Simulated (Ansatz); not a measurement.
Species: SeO3, net charge 0, singlet state. 
Geometry from a B3LYP-D3(BJ)/def2-TZVP (Ansatz, a first-principles code) optimisation:
```xyz
4

Se     0.0000     0.0000     0.0000
O      1.6003    -0.0313    -0.0466
O     -0.7730     1.4022     0.0252
O     -0.8274    -1.3708     0.0214
```
Charge 0, spin multiplicity 1.

Property: atomisation energy (electronic, to ground-state atoms), in kJ/mol. Valence correlation only, unless marked. UHF or UKS for open shells. No spin-orbit coupling. The frozen core is the preceding noble-gas configuration, with the filled d and f shells of earlier blocks. Non-relativistic. The coupled-cluster limit lacks core correlation, which all-electron functionals hold. Basis-set limits of correlation are two-point, X^-3; Hartree-Fock from the larger set. [CCSD(T)-MP2]/basis is that difference in the basis named.

```csv
level,program,atomisation energy (kJ/mol)
PBE/def2-TZVPD,Ansatz,1242.6
PBE-D3(BJ)/def2-TZVPD,Ansatz + dftd3,1249.2
wB97X/def2-TZVPD,Ansatz,___
B2GP-PLYP-D3(BJ)/def2-TZVPD,Ansatz + dftd3,___
B2PLYP/def2-TZVPD,Ansatz,1082.6
"RI-MP2/CBS(aug-cc-pVTZ,aug-cc-pVQZ)+[CCSD(T)-MP2]/aug-cc-pVTZ",Ansatz,1107.0
```

Task: Complete the blanks.

Result: 
- wB97X/def2-TZVPD, atomisation energy (kJ/mol): 1051.4
- B2GP-PLYP-D3(BJ)/def2-TZVPD, atomisation energy (kJ/mol): 1066.3
